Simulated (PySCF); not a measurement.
# Mayer bond orders and bond lengths

CH7F3NPSi2.
Numbering: `[F:1][C:2]([F:3])([F:4])[Si@H:5]([PH2:6])[NH:7][SiH3:8]` (hydrogens: H9 on Si5; H10, H11 on P6; H12 on N7; H13, H14, H15 on Si8)

Cartesian coordinates in Å at the PBE0-D3(BJ)/def2-SVP level; atoms count from 1:
```xyz
15
CH7F3NPSi2 angstrom
F     -2.7425    0.8776   -0.7671
C     -1.5892    1.0470   -0.1028
F     -1.7497    0.4995    1.1179
F     -1.4282    2.3676    0.0807
Si    -0.0744    0.2582   -1.0163
P     -0.5015   -1.9264   -1.3758
N      1.3436    0.4971   -0.0583
Si     1.8226   -0.3614    1.3879
H      0.0561    0.9864   -2.3096
H     -1.1478   -2.0877   -0.1120
H     -1.7206   -1.6012   -2.0495
H      1.8713    1.3396   -0.2736
H      1.5382    0.4063    2.6383
H      1.0414   -1.6318    1.4084
H      3.2853   -0.6606    1.3504
```

Bond orders from the PBE0/pcSseg-1 density (PySCF). One conformer (not necessarily the lowest) at the PBE0-D3(BJ)/def2-SVP geometry, without solvent, vibrations or thermal averaging.

Where do the orders between heavy atoms depart from those drawn in the SMILES?

The largest departure is 0.246, at C2–Si5 (drawn single, 0.754). Drawn single, order below 0.88: C2–Si5 (0.754).

Give the Mayer order of every bond, beside its length.

```tsv
bond	drawn as	length (Å)	Mayer order
F1–C2	single	1.342	0.973
C2–F3	single	1.347	0.951
C2–F4	single	1.343	0.965
C2–Si5	single	1.937	0.754
Si5–P6	single	2.255	1.041
Si5–N7	single	1.728	0.997
N7–Si8	single	1.749	0.925
Si5–H9	single	1.490	0.939
P6–H10	single	1.429	0.915
P6–H11	single	1.430	0.921
N7–H12	single	1.017	0.910
Si8–H13	single	1.495	0.923
Si8–H14	single	1.492	0.928
Si8–H15	single	1.493	0.930
```

Bonds between the same two heavy elements. C–F: lowest C2–F3 (0.951, 1.347 Å), highest F1–C2 (0.973, 1.342 Å). N–Si: lowest N7–Si8 (0.925, 1.749 Å), highest Si5–N7 (0.997, 1.728 Å).

Sum the orders of all bonds at each heavy atom with more than one neighbour and set the sums beside the valence in the SMILES.

C2 3.643 (drawn 4), Si5 3.731 (drawn 4), P6 2.877 (drawn 3), N7 2.832 (drawn 3), Si8 3.706 (drawn 4). Orders between atoms that aren't bonded are not in these sums.

Mayer orders depend on the basis set.
